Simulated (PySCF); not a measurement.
**Working out the excitation energy of Ga**

Ga [Ar] 3d10 4s2 4p1 (2P) → Ga [Ar] 3d10 4s1 4p1 5s1 (4P). Computed with PySCF 2.14 in aug-cc-pVDZ-PP with ECP10MDF (5s4p3d, 32 functions), with scalar relativity through the core potential. Frozen: 3s2 3p6 3d10. Energies in hartree (1 hartree = 27.21139 eV):

```csv
part,Ga (lower),Ga (upper)
UHF,-258.291230,-258.021791
CCSD correlation,-0.043398,-0.009254
(T),-0.000541,-0.000047
```

**Question.** What does Hartree-Fock give?

**Answer.** (-258.021791) − (-258.291230) = 0.269439 hartree = 7.332 eV.

**Question.** What do CCSD and CCSD(T) give?

**Answer.** The CCSD correlation energies differ by 0.034144 hartree = 0.929 eV and the triples by 0.000494 hartree = 0.013 eV, so CCSD gives 8.261 eV and CCSD(T) 8.274 eV.

The upper state lies above the first ionisation limit, but in LS coupling its spin forbids autoionisation to the ground ion. A Rydberg-like electron needs more diffuse functions than a valence basis has.

A double-zeta basis recovers only part of the correlation energy.
